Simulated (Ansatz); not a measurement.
```yaml
crystal:
  periodic: [false, false, false]
  atoms:
    - {symbol: N, position_ang: [-2.660031, 0.532662, -0.418377]}
    - {symbol: Si, position_ang: [1.102712, 0.608094, -0.171160]}
    - {symbol: O, position_ang: [2.361472, -1.973854, -2.351713]}
    - {symbol: O, position_ang: [1.942795, 0.282177, 3.320869]}
    - {symbol: H, position_ang: [-3.874548, 1.765491, 0.967660]}
    - {symbol: H, position_ang: [-3.625136, 0.414795, -2.410984]}
    - {symbol: H, position_ang: [2.653491, 3.293758, -1.125454]}
    - {symbol: H, position_ang: [1.398264, -3.848354, -2.275392]}
    - {symbol: H, position_ang: [0.895677, -1.176631, 4.426713]}
basis:
  gaussian: {orbitals: def2-TZVP}
magnetization: {spin_polarized: true, initial_magnetization: 0}
hamiltonian: {xc: {name: r2SCAN}, dispersion: d4}
output: {forces: true}
```

```sh
$ ansatz run in.yaml --threads 2 --pin off --events-out ev --progress --plain --max-ram 22528MiB --backend cpu
```

Shortened log:

```
Functional definition: r2SCAN
929 factors; their error is unknown
mean field evaluation 1: about -13431.2915 eV, gradient 1.1e2 eV
mean field evaluation 2: about -12733.7268 eV, gradient 2.4e2 eV
mean field evaluation 4: about -12945.2893 eV, gradient 1.7e2 eV
mean field evaluation 8: about -13506.6023 eV, gradient 2.5e0 eV
mean field evaluation 16: about -13507.0615 eV, gradient 9.8e-1 eV
mean field evaluation 32: about -13513.7916 eV, gradient 4.2e-5 eV
mean field -13513.79159146 eV, -496.6226810093 hartree, gradient 4.8e-7 eV, S^2 5.568343; 12 other end points of the search recorded, 0 dependent functions left out
reference -13513.79161955 eV, -496.6226820415 hartree; 21, 21 occupied and 139, 139 virtual orbitals, 929 factors
Total energy: -13513.81830345 eV, -496.6236626569 hartree
Atom 0 at    -2.660031     0.532662    -0.418377 Å, force    -0.755316     0.431982    -0.228540 eV/Å
Atom 1 at     1.102712     0.608094    -0.171160 Å, force     0.425739     0.012146     0.026384 eV/Å
Atom 2 at     2.361472    -1.973854    -2.351713 Å, force    -0.681292    -0.733241     0.260778 eV/Å
Atom 3 at     1.942795     0.282177     3.320869 Å, force    -0.683080    -0.742725     0.228244 eV/Å
Atom 4 at    -3.874548     1.765491     0.967660 Å, force     0.460929    -0.482039    -0.562951 eV/Å
Atom 5 at    -3.625136     0.414795    -2.410984 Å, force     0.360955     0.059801     0.792529 eV/Å
Atom 6 at     2.653491     3.293758    -1.125454 Å, force    -0.227508    -0.361389     0.127029 eV/Å
Atom 7 at     1.398264    -3.848354    -2.275392 Å, force     0.526016     1.026116    -0.028524 eV/Å
Atom 8 at     0.895677    -1.176631     4.426713 Å, force     0.573556     0.789349    -0.614950 eV/Å
Dipole moment:    -0.604566    -0.047545    -0.025575 e Å
```

(1) What is wrong with this run?

## Answers

(1) The geometry is stretched to more than twice its size. The calculation finished and met its thresholds. The result belongs to that input, not to the molecule as meant.
